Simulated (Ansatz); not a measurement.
Molecule: sum formula NbO2Cl, charge 0, multiplicity 1. 
Coordinates optimised at B3LYP-D3(BJ)/def2-TZVP (Ansatz, a program for electronic structure):
```
Nb
O 1 1.7141
O 1 1.7141 2 107.05
Cl 1 2.3405 2 114.10 3 127.23
```
Charge 0, spin multiplicity 1.

Parts of the frozen-core correlation energy in def2-TZVPP (Ansatz, hartree). Frozen orbitals: 11; correlated occupied orbitals by spin: 12 and 12; virtual: 137 and 137. Spin-orbit coupling is left out. Past Kr the def2 sets carry scalar-relativistic core potentials.

```tsv
term	value
reference (HF)	-665.78362
MP2 opposite-spin	-0.64357
MP2 same-spin	…
CCSD correlation	…
(T)	…
T1 diagnostic	0.030
largest doubles amplitude	0.029
```

Q: Some entries are withheld; supply them.

A: 
- MP2 same-spin, value: -0.25471
- CCSD correlation, value: -0.85249
- (T), value: -0.05654
